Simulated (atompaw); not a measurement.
# Plane-wave convergence, PAW (atompaw) potential for terbium

```
Element                 : terbium
Generator               : atompaw 4.2.0.5
Type                    : PAW
Functional              : PBE
Relativity              : scalar-relativistic
Frozen core             : [Xe]
Valence charge          : 11
Reference configuration : 4f9 5d0 6s1.5 6p0 (charge +0.5)
Partial waves           : 6s (bound): rc 3.00 bohr; 6s channel at 2.35 Ry: rc 3.00 bohr; 6p (bound, empty): rc 3.00 bohr; 6p channel at 1.65 Ry: rc 3.00 bohr; 5d (bound, empty): rc 3.00 bohr; 5d channel at 3.05 Ry: rc 3.00 bohr; 4f (bound): rc 1.60 bohr; 4f channel at 0.15 Ry: rc 1.60 bohr
Local potential         : ultrasoft scheme with l = 4 at 1 Ry, radius 2.20 bohr
Core correction         : smooth core density matched at 2.80 bohr
Augmentation charge     : besselshape compensation charge, radius 2.50 bohr; PAW radius 3.00 bohr; waves and projectors: custom polynom2 7 10 vanderbiltortho
```

The pseudo-atom Hamiltonian at the reference potential is diagonalised in spherical Bessel functions j_l(qr) that vanish at 20 bohr, with q² up to the cutoff. All-electron valence levels (Ry): 6s -0.4512, 6p -0.2348, 5d -0.2931, 4f -0.4450.

Task: How do the lowest levels (Ry) of each channel move with the cutoff, and are there ghosts?

Result:

```
cutoff (Ry)     s #1     s #2     s #3     p #1     p #2     d #1     d #2     f #1    f #2  Σ f·Δε (mRy)
          8  -0.4510  -0.0956   0.0291  -0.7633  -0.2341  -0.2796  -0.0385   0.0144  0.1123        4130.7
         25  -1.1084  -0.4512  -0.0954  -0.9958  -0.2347  -0.2927  -0.0410  -0.4202  0.0147         219.3
         50  -1.1151  -0.4512  -0.0954  -0.9964  -0.2348  -0.2931  -0.0410  -0.4340  0.0147          94.8
        100  -1.1152  -0.4512  -0.0954  -0.9964  -0.2348  -0.2931  -0.0410  -0.4371  0.0147          66.7
        180  -1.1152  -0.4512  -0.0954  -0.9964  -0.2348  -0.2931  -0.0410  -0.4415  0.0147          27.2
        400  -1.1152  -0.4512  -0.0954  -0.9964  -0.2348  -0.2931  -0.0410  -0.4446  0.0147           0.0
```

Result: ghost states, extra bound levels that the all-electron valence spectrum of the same l lacks: s at -15.2 eV, p at -13.6 eV (a true bound ghost makes a file unfit for plane-wave use); 10 mRy is reached at 300 Ry and 1 mRy at over 300 Ry.
